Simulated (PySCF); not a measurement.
sulfur tetrafluoride (F4S), SMILES FS(F)(F)F.

Geometry optimised at TPSSh-D3(BJ)/def2-SVP.

All values below come from SMD-M06-2X/def2-SVP in PySCF.

Solvation free energies are E(SMD) − E(gas) at the gas-phase geometry, for 1 M in both phases. In vacuum the dipole moment is 1.15 D.

Computed solvation free energies in water, ethanol, dichloromethane:
```json
[
 {"solvent": "water", "ΔG(solv) (kcal/mol)": "0.8", "its non-electrostatic (CDS) part": "3.4", "dipole (D)": "1.28"},
 {"solvent": "ethanol", "ΔG(solv) (kcal/mol)": "-2.0", "its non-electrostatic (CDS) part": "0.5", "dipole (D)": "1.28"},
 {"solvent": "dichloromethane", "ΔG(solv) (kcal/mol)": "-1.8", "its non-electrostatic (CDS) part": "0.4", "dipole (D)": "1.26"}
]
```
